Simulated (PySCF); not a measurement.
BBrFH₂N.

```xyz
6

B     -0.0671    -0.9452     0.0000
F     -1.2657    -1.5154     0.0000
Br     0.0294     0.9828     0.0000
N      1.0895    -1.7136     0.0000
H      2.0159    -1.3124     0.0000
H      1.0554    -2.7251     0.0000
```

Geometry: PBE0-D3(BJ)/def2-SVP. One conformer was computed; it need not be the lowest.

Calculation: KT2/pcSseg-1 in PySCF. Non-relativistic, no solvent.

**Question.** Give the absolute GIAO shielding of each atom: isotropic value and principal components (ppm). (The exact figures need the calculation; the answer reports its results.)

**Answer.** 
| atom | σ(iso) | σ11 | σ22 | σ33 | span |
|---|---|---|---|---|---|
| B1 | 74.1 | 56.2 | 77.6 | 88.4 | 32.2 |
| F2 | 251.4 | 128.8 | 261.3 | 364.1 | 235.3 |
| Br3 | 2539.5 | 2249.6 | 2452.0 | 2916.9 | 667.3 |
| N4 | 181.3 | 115.2 | 187.2 | 241.4 | 126.2 |
| H5 | 28.2 | 22.2 | 27.2 | 35.2 | 13.0 |
| H6 | 28.1 | 22.7 | 23.7 | 38.0 | 15.3 |
